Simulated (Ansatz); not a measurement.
Spectroscopic constants of NbS, multiplicity 4 (lowest of 2S+1 = 2, 4, 6, 8 at CCSD(T)/def2-TZVPP on PBE0 minima; our sources give no spin for the ground state, which may be another). No spin–orbit coupling.

The constants come from a fifth-degree fit in 1/R (seven points, main isotopes). Runs in def2 and cc sets follow the lowest solution found near the PBE0 minimum.

Codes used: Ansatz (a first-principles code). Values without a source in brackets are computed. In def2 rows elements past Kr take small-core potentials, without spin–orbit coupling.

Energies at CAM-B3LYP/def2-TZVPP:

```json
[
 {"R (Å)": "1.972561", "E (hartree)": "-455.07698534"},
 {"R (Å)": "2.025587", "E (hartree)": "-455.08571704"},
 {"R (Å)": "2.074371", "E (hartree)": "-455.08994335"},
 {"R (Å)": "2.129518", "E (hartree)": "-455.09113940"},
 {"R (Å)": "2.184664", "E (hartree)": "-455.08927710"},
 {"R (Å)": "2.248295", "E (hartree)": "-455.08417790"},
 {"R (Å)": "2.322532", "E (hartree)": "-455.07528764"}
]
```

Question: With a reduced mass of 23.7864 u, find the minimum, the force constant and the constants.

Answer: A fifth-degree polynomial in 1/R puts the minimum at r_e = 2.1215 Å with force constant 452 N/m. Then ω_e = (1/2πc)√(k/μ) = 568 cm⁻¹ and B_e = h/(8π²cμr_e²) = 0.1575 cm⁻¹; the cubic and quartic terms give α_e = 0.00051 and ω_e x_e = 1.4 cm⁻¹.
